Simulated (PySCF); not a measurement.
# Static response to an electric field

Compound: C5H12OS.
Geometry (GFN2-xTB, Å), atoms numbered from 1 in this order:
```
atom  x, y, z in Å
C1     2.196    1.050   -1.330
C2     1.648    0.238   -0.170
O3     0.394   -0.301   -0.551
C4    -0.247   -1.035    0.432
C5    -1.388   -1.822   -0.187
S6    -0.870    0.068    1.791
C7    -1.875    1.212    0.802
H8     3.160    1.472   -1.060
H9     2.314    0.416   -2.204
H10    1.511    1.857   -1.578
H11    1.522    0.869    0.721
H12    2.335   -0.583    0.088
H13    0.450   -1.702    0.960
H14   -1.953   -2.324    0.592
H15   -2.042   -1.154   -0.740
H16   -0.988   -2.560   -0.878
H17   -1.376    1.354   -0.152
H18   -1.925    2.149    1.346
H19   -2.873    0.806    0.665
```

Level: CAM-B3LYP/def2-SVPD (PySCF), static field, nuclei fixed, core orbitals frozen in the response. The polarisability tensor in these axes (au):

```
x   91.57 -0.12 -6.55
y   -0.12 87.58  1.03
z   -6.55  1.03 85.05
```

Task: Diagonalise the tensor; give its mean and Δα, where Δα² is half the sum of the squared differences of the eigenvalues.

Result: Principal values 80.90, 87.63 and 95.68 au; mean 88.07 au = 13.05 Å³ = 14.52 × 10⁻⁴⁰ C²·m²/J; Δα = 12.82 au (15 % of the mean).

Task: What is the dipole moment, and where does it point?

Result: (0.47, -0.01, -0.86) D, 0.98 D in size, pointing from the negative to the positive side. Measured along this direction, the outermost atoms are H18 at the negative end and H9 at the positive end.

Task: In a dilute gas of rigid molecules at 298 K, how does the orientational term μ²/3kT compare with the electronic polarisability?

Result: In Gaussian units μ²/3kT = 7.80 Å³ against 13.05 Å³, a ratio of 0.60; the Debye molar polarisation (4π/3)N_A(α + μ²/3kT) is 52.6 cm³/mol, leaving out the vibrational part.

Task: What molar refraction does this α imply?

Result: Lorentz–Lorenz: R = (4π/3)N_A α = 2.5225 cm³/(mol·Å³) × 13.05 Å³ = 32.9 cm³/mol, in the limit of long wavelengths.

Task: Sum over states: ᾱ = Σ f/ω², ω in Eh. What share falls to these 8 lowest TDDFT singlets (eV, f)? 5.45, 0.0004; 6.20, 0.0434; 6.50, 0.0038; 6.96, 0.0225; 7.20, 0.0007; 7.30, 0.0431; 7.40, 0.0265; 7.57, 0.0090.

Result: They add up to 2.34 au, 2.7 % of the 88.07 au; the largest single term is 0.83 au, from the state at 6.20 eV. Terms in order: 0.01, 0.83, 0.07, 0.35, 0.01, 0.60, 0.36, 0.12 au. Higher excitations give the rest. The strengths listed sum to 0.149.

Task: Refractivity n − 1 of an ideal gas of it at 298.15 K and 1 atm, from the electronic α?

Result: N = p/kT = 2.4615 × 10¹⁹ cm⁻³, so n − 1 = 2π × N × 13.05 × 10⁻²⁴ cm³ = 2018 × 10⁻⁶ at long wavelengths, for an ideal gas.

Task: Give the eigenvalues of the traceless quadrupole moment Θ = ½Σq(3rr − r²1), origin at the centre of nuclear charge.

Result: -8.98, 2.84, 6.14 D·Å. The values depend on the origin, since the dipole doesn't vanish. The electronic extent ⟨r²⟩ about the same centre is 1152 bohr², a root-mean-square distance of 2.21 Å for the 66 electrons.

The structure is a single GFN2-xTB conformer in the gas phase; no vibrational or solvent corrections.
